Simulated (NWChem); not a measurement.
CF cation, singlet

```xyz
2

C      0.0000     0.0000    -0.6977
F      0.0000     0.0000     0.4710
```
Atoms are numbered in this order, from 1.

Computed with NWChem. Geometry optimised at B3LYP/6-31G*; all other runs use it. Pople sets run with spherical d functions. Low-valent species are run as closed-shell singlets; no triplet was tried in these runs.

```tsv
quantity	level	value
first 1s excitation (eV), F K edge, unshifted	PBE0/cc-pVTZ, TDA	673.5
cavity-dispersion-structure term (kcal/mol) in water	M06-2X/6-31G*, SMD	6.2
anisotropy (bohr³), static	BHandHLYP/6-31+G*	1.9
J(13C atom 1, 19F atom 2) (Hz)	B3LYP/IGLO-III	-697.3
vertical, lowest triplet (eV)	B3LYP/def2-SVPD, TDA	4.28
highest harmonic frequency (cm⁻¹)	B3LYP/6-31G*	1784
```
